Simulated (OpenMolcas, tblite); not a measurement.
## SiCl3O (SMILES [O][Si](Cl)(Cl)Cl): the vertical ionisation energy, rung by rung

SiCl3O has 5 atoms, charge 0, and is taken as a doublet. SMILES: `[O][Si](Cl)(Cl)Cl`. The shape is that of a PBE0-D4/def2-TZVP optimisation.

Each level gives the vertical ionisation energy (to the singlet cation) (eV). The values are calculated.

| level | kind | program | value (eV) | less CCSD(T)/def2-SVP |
| --- | --- | --- | --- | --- |
| GFN2-xTB | semi-empirical | tblite | 15.52 | +4.32 |
| UHF/def2-SVP | Hartree–Fock | OpenMolcas | 14.52 | +3.32 |
| USVWN5/def2-SVP | LDA | OpenMolcas | 11.64 | +0.44 |
| UBLYP/def2-SVP | GGA | OpenMolcas | 11.35 | +0.15 |
| UPBE/def2-SVP | GGA | OpenMolcas | 11.64 | +0.44 |
| U-r2SCAN/def2-SVP | meta-GGA | OpenMolcas | 12.41 | +1.21 |
| UM06-2X/def2-SVP | hybrid meta-GGA | OpenMolcas | 13.53 | +2.33 |
| ROCCSD(T)/def2-SVP | coupled cluster or CI | OpenMolcas | 11.20 | 0.00 |

ROCCSD(T)/def2-SVP is the highest level here, not the true value. The values span 11.20 to 15.52 eV. The xTB values lack the empirical shift that such differences need.
